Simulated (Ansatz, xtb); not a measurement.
## Ranking isomers of C3H6F2O2S

8 gas-phase structures of C3H6F2O2S, from a drawn sample of its isomers (lower ones may exist). Each was relaxed with GFN2-xTB; where two conformers were screened, the lower at r2SCAN-D4/def2-SVP is listed:

A. `CS(=O)(=O)[C@H](F)CF`, a singlet
B. `COC(F)(F)[S@](C)=O`, a singlet
C. `CC(F)(F)S(C)(=O)=O`, a singlet
D. `C[C@H](F)S(=O)(=O)CF`, a singlet
E. `CO[S@](=O)C(C)(F)F`, a singlet
F. `CCS(=O)(=O)C(F)F`, a singlet
G. `CS(=O)(=O)CC(F)F`, a singlet
H. `C[S@](=O)COC(F)F`, a singlet

Question: Which do you expect lowest at r2SCAN-D4/def2-SVP, and how would the others follow?

Answer: Calculated order at r2SCAN-D4/def2-SVP: H (0.0), C (0.6), G (2.6), B (2.7), E (3.0), F (10.6), A (15.9), D (18.1) kcal/mol. Less than 1 kcal/mol parts H and C; G and B; B and E, so the order within those pairs means little. CCSD(T)/def2-SVP + ΔMP2/def2-TZVPP after further relaxation puts G lowest instead.

Energies above the lowest of each column, in kcal/mol; the last columns are at B3LYP-D3(BJ)/def2-SVP geometries and were run for some of them only (a dash: not run or not comparable):

```
structure  GFN2-xTB  HF/STO-3G  r2SCAN-D4/def2-SVP  B3LYP-D3(BJ)/def2-SVP  CCSD(T)/def2-SVP + ΔMP2/def2-TZVPP
        H       9.9        0.0                 0.0                    0.0                                12.9
        C       9.5      137.8                 0.6                    6.3                                 1.8
        G      10.5      140.3                 2.6                    6.2                                 0.0
        B       9.9        0.9                 2.7                    4.6                                17.9
        E       0.0        9.7                 3.0                    4.5                                14.7
        F      16.0      143.9                10.6                   14.7                                   –
        A      17.1      149.9                15.9                      –                                   –
        D      17.8      150.1                18.1                      –                                   –
```

CCSD(T)/def2-SVP + ΔMP2/def2-TZVPP puts G lowest of those it was run on; GFN2-xTB picks E, HF/STO-3G picks H, r2SCAN-D4/def2-SVP picks H, B3LYP-D3(BJ)/def2-SVP picks H. CCSD(T)/def2-SVP + ΔMP2/def2-TZVPP orders those it was run on as G (0.0), C (1.8), H (12.9), E (14.7), B (17.9) kcal/mol. Flexible structures stand in one conformer each, not always the lowest. Frequencies (GFN2-xTB) were run for B, C, E, G, H alone. The ΔMP2 step shifts differences by up to 19.3 kcal/mol, which makes them less sure. ΔMP2 is the change of the MP2 energy from the smaller to the larger basis.

Over these structures GFN2-xTB departs from r2SCAN-D4/def2-SVP by 4.0 kcal/mol on average once a common shift is removed. A GFN2-xTB relaxation took about 0.064 s and the r2SCAN-D4/def2-SVP energy about 1.6 s on a shared host (Ansatz 0.2.0, xtb 6.7.1).
